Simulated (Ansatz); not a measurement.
`C[Se]B(Cl)Cl` + `[Cl][InH2]` → `C[Se][InH][Cl]` + `ClBCl`  (formal exchange of groups at the Se–B bond)

Calculated with Ansatz (gas phase, PBE0-D4/def2-TZVP geometries, no zero-point term in ΔE). CCSD(T)/CBS is the MP2 limit (def2-TZVPP, def2-QZVPP) plus CCSD(T) − MP2 in def2-TZVPP, frozen cores. This one scheme is used for every species. Functionals use def2-TZVPP. def2 core potentials past Kr. For In, Se outer-core shells are correlated without core-valence functions, which leaves a few kJ/mol of doubt a bond. Scalar relativity is left out up to krypton. Each species was taken in one conformer, which may not be the lowest.

```json
{"level": "ωB97X-V", "ΔE (kJ/mol)": "-39.8"}
{"level": "B2PLYP", "ΔE (kJ/mol)": "-45.6"}
{"level": "PBE-QIDH", "ΔE (kJ/mol)": "-40.4"}
{"level": "RPA@PBE/def2-TZVPP", "ΔE (kJ/mol)": "-38.2"}
{"level": "MP2/def2-TZVPP", "ΔE (kJ/mol)": "-39.7"}
{"level": "SCS-MP2/def2-TZVPP", "ΔE (kJ/mol)": "-42.4"}
{"level": "HF/CBS(def2)", "ΔE (kJ/mol)": "-61.0"}
{"level": "CCSD/CBS(def2)", "ΔE (kJ/mol)": "-48.2"}
```

**Question.** What does CCSD(T)/CBS give? (Best estimate.)

**Answer.** Ansatz gave: -45.6 kJ/mol. The listed levels differ from it by 5.8, 0.0, 5.2, 7.4, 5.9, 3.2, -15.4, -2.6 kJ/mol.

Largest T1 diagnostic among the species: 0.014.

In def2-TZVPP, CCSD(T) changes the Hartree–Fock value by +19.9 kJ/mol (the triples alone add +2.6 kJ/mol) and MP2 by +20.8 kJ/mol. From BLYP to BHLYP (50 % exact exchange), in def2-TZVPP and without D4, ΔE moves by −3.5 kJ/mol. The D4 term adds +4.2 kJ/mol with B3LYP and +1.9 kJ/mol with PBE0; it sums over pairs of atoms, weighted by their polarisabilities, and B3LYP, whose exchange is more repulsive, gets the larger term.

B3LYP here is the variant with VWN-RPA as its local correlation; programs differ in this.
